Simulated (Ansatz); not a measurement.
Species: sum formula H$_{5}$SiO$_{3}$, net charge 1, singlet state. It need not be the lowest isomer of its formula. 
Geometry from a B3LYP-D3(BJ)/def2-TZVP (Ansatz, an electronic-structure program) optimisation:
SMILES: [SiH]([OH2+])(O)O
```xyz
9

O     -0.0460     1.4935     0.3828
Si    -0.1584    -0.1011     0.4135
O     -1.1487    -0.8305    -0.6081
O      1.3496    -0.4091    -0.5426
H     -0.3595     2.1111     1.0509
H      0.0340    -0.7442     1.7076
H     -1.9707    -1.2842    -0.3968
H      1.3153    -1.0276    -1.2937
H      1.9595     0.3300    -0.7149
```
Charge +1, spin multiplicity 1.

Total electronic energies in hartree. Correlated levels leave the core frozen unless marked. Spin-orbit coupling is left out. Non-relativistic. Basis-set limits of correlation are two-point, X^-3; Hartree-Fock from the larger set.

| level | program | energy (Eh) |
|---|---|---|
| HF/6-31G | Ansatz | -516.12627 |
| HF/cc-pV(D+d)Z | Ansatz | -516.32916 |
| revPBE-D3(BJ)/def2-TZVPD | Ansatz + dftd3 | -518.01750 |
| revPBE-D4/def2-TZVPD | Ansatz + dftd4 | -518.01940 |
| B97M-V/def2-TZVPD | Ansatz | -518.00225 |
| PBE0/6-31G* | Ansatz | -517.61689 |
| r2SCAN0-D4/def2-TZVPD | Ansatz + dftd4 | -517.97761 |
| HSE06-D3(BJ)/def2-TZVPD | Ansatz + dftd3 | -517.77065 |
| CAM-B3LYP-D3(BJ)/def2-TZVPD | Ansatz + dftd3 | -518.09173 |
| CAM-B3LYP/def2-TZVPD | Ansatz | -518.08768 |
| LC-wPBE-D4/def2-TZVPD | Ansatz + dftd4 | -517.93627 |
| LC-wPBE/def2-TZVPD | Ansatz | -517.93109 |
| wB97X-V/def2-TZVPD | Ansatz | -518.02399 |
| B2GP-PLYP-D4/def2-TZVPD | Ansatz + dftd4 | -517.80719 |
| B2PLYP/def2-TZVPD | Ansatz | -517.88458 |
| PBE-QIDH/def2-TZVPD | Ansatz | -517.67294 |
| MP2/STO-3G | Ansatz | -510.06399 |
| MP2/cc-pV(T+d)Z | Ansatz | -517.28118 |
| SCS-MP2/STO-3G | Ansatz | -510.07396 |
| SCS-MP2/6-31G | Ansatz | -516.53837 |
| CCSD/cc-pV(D+d)Z | Ansatz | -517.01383 |
| CCSD/cc-pV(T+d)Z | Ansatz | -517.29864 |
| CCSD(T)/CBS(cc-pV(T+d)Z,cc-pV(Q+d)Z) | Ansatz | -517.4606 |

Totals of different functionals don't rank their quality; only differences between species are comparable.
